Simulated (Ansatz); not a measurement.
C3H8GaS (`C[CH](C)[Ga][SH]`) radical. Charge 0, multiplicity 2.

Z-matrix (Å, degrees):
```
C
C 1 1.520
H 1 1.098 2 110.4
H 1 1.093 2 112.5 3 -119.8
H 1 1.094 2 111.7 3 119.0
C 2 1.520 1 112.5 3 -58.5
Ga 2 2.036 1 108.6 3 -178.7
H 2 1.093 1 110.0 3 64.6
H 6 1.098 2 110.4 1 58.5
H 6 1.094 2 111.7 1 -60.5
H 6 1.093 2 112.5 1 178.3
S 7 2.250 2 112.2 1 61.8
H 12 1.342 7 94.5 2 -179.9
```

List the harmonic frequencies (cm⁻¹, unscaled) at PBE0-D4/def2-TZVP in Ansatz. (Estimate.)

The calculation gave: 19, 87, 163, 228, 230, 251, 257, 356, 379, 488, 637, 884, 925, 973, 979, 1109, 1161, 1199, 1338, 1394, 1411, 1472, 1482, 1490, 1494, 2721, 3015, 3015, 3070, 3083, 3087, 3111, 3115.

Is this a minimum?

Yes, all 33 modes are real.

Give the ideal-gas thermochemistry at 298.15 K and 1 bar (rigid rotor, harmonic oscillator; point group Cs, symmetry number 1).

Zero-point energy 266.9 kJ/mol; H(298) − E = 291.6 kJ/mol; entropy 395.5 J/(mol·K), of which translation 171.0, rotation 117.5, vibration 101.3, electronic 5.8; G(298) − E = 173.7 kJ/mol. Modes under 100 cm⁻¹ are hindered rotations or soft bends, so the harmonic entropy is rough.

And at 400, 500, 600, 800 and 1000 K?


```
T (K)  H − E (kJ/mol)  S (J/mol/K)  G − E (kJ/mol)
  400           305.3        434.8           131.3
  500           320.8        469.4            86.1
  600           338.2        501.1            37.6
  800           377.4        557.3           -68.4
 1000           421.4        606.3          -184.9
```

Rotational constants (cm⁻¹)?

0.1173, 0.05326, 0.04807.
